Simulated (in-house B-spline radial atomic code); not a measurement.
# Ionising the aluminium ion Al³⁺ with different functionals

Computed with an all-electron radial atomic-structure program (B-spline basis): four-component Dirac-Coulomb Hamiltonian, Fermi nucleus of rms radius 3.061 fm, spin-restricted, spherical fractional occupations for the functionals, and exact exchange of hybrids averaged over the configuration. The ionisation energy is the difference of two self-consistent energies, [He] 2s2 2p6 → [He] 2s2 2p5, without Breit or QED terms; ε is the level of the shell that loses the electron (mean over j). The electron is taken from both j subshells in proportion to 2j + 1, so the result is a j average, not the step between ground levels.

```json
{"method": "B97-1", "rung": "global hybrid", "ΔSCF (eV)": "?", "-ε(2p) (eV)": "?"}
{"method": "HSE06", "rung": "range-separated hybrid", "ΔSCF (eV)": "120.79", "-ε(2p) (eV)": "108.39"}
{"method": "CAM-B3LYP", "rung": "range-separated hybrid", "ΔSCF (eV)": "121.06", "-ε(2p) (eV)": "110.12"}
{"method": "wB97X", "rung": "range-separated hybrid", "ΔSCF (eV)": "?", "-ε(2p) (eV)": "?"}
```

What does B97-1 give?

ΔSCF 120.92 eV, and -ε(2p) = 108.12 eV.

What does wB97X give?

ΔSCF 120.73 eV, and -ε(2p) = 110.67 eV.

Among the functionals, which spreads more, the ΔSCF values or the orbital energies?

The orbital energies: ΔSCF values span about 0.32 eV and the orbital energies 2.54 eV; here energy differences depend much less on the functional than eigenvalues do.

How do they compare with the NIST value?

NIST lists 119.992 eV ± 0.0019 (measured, ground level to ground level). Errors run from +0.74 to +1.07 eV. The correlated functionals all miss on the same side by more than they spread, so the cause is common to them (Breit-QED terms, spin polarisation, the choice among j levels, multiplet and fine-structure energies, or a listed next ion that isn't the cheapest removal here) and closeness doesn't rank the functionals.
